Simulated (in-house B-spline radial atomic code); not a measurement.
I3+: [Kr] 4d10 5s2 5p2

Method: Dirac-Kohn-Sham CAM-B3LYP, spherical fractional occupations, exact exchange averaged over the configuration, Fermi nucleus of rms radius 4.75 fm. Calculated with an all-electron radial atomic-structure program (B-spline basis).

Z_r = [3n² - l(l+1)]/(2<r>); Z_e = n√(-2ε); the last column is Slater's effective charge. Values are occupation-weighted means over j. An effective charge above Z reflects the relativistic contraction of the inner shells.

| shell | electrons | ε (eV) | <r> (bohr) | Z_r | Z_e | Slater |
| --- | --- | --- | --- | --- | --- | --- |
| 1s | 2 | -33074 | 0.02722 | 55.10 | 49.30 | 52.70 |
| 2s | 2 | -5157.2 | 0.1167 | 51.41 | 38.94 | 48.85 |
| 2p | 6 | -4639.4 | 0.1023 | 48.90 | 36.93 | 48.85 |
| 3s | 2 | -1076.8 | 0.3135 | 43.06 | 26.69 | 41.75 |
| 3p | 6 | -907.18 | 0.3115 | 40.13 | 24.50 | 41.75 |
| 3d | 10 | -649.17 | 0.2885 | 36.40 | 20.72 | 31.85 |
| 4s | 2 | -220.97 | 0.7396 | 32.45 | 16.12 | 25.25 |
| 4p | 6 | -167.06 | 0.7913 | 29.07 | 14.02 | 25.25 |
| 4d | 10 | -86.992 | 0.9156 | 22.93 | 10.11 | 13.85 |
| 5s | 2 | -49.575 | 1.836 | 20.42 | 9.54 | 8.65 |
| 5p | 2 | -37.318 | 2.117 | 17.24 | 8.28 | 8.65 |

The least bound orbital is 5p3/2 at -36.83 eV, and it is also the most diffuse (<r> = 2.14 bohr).

Spin-orbit splittings of the orbital energies (j = l + 1/2 above j = l - 1/2 when positive): 2p 299.1 eV, 3p 56.57 eV, 3d 11.87 eV, 4p 11.09 eV, 4d 1.753 eV, 5p 1.466 eV.

For the 1s electron the small component carries 3.81 % of the norm, the zero-frequency Breit interaction raises the level by 81.8 eV, self-energy by 46.88 eV, and vacuum polarisation lowers it by 6.469 eV.
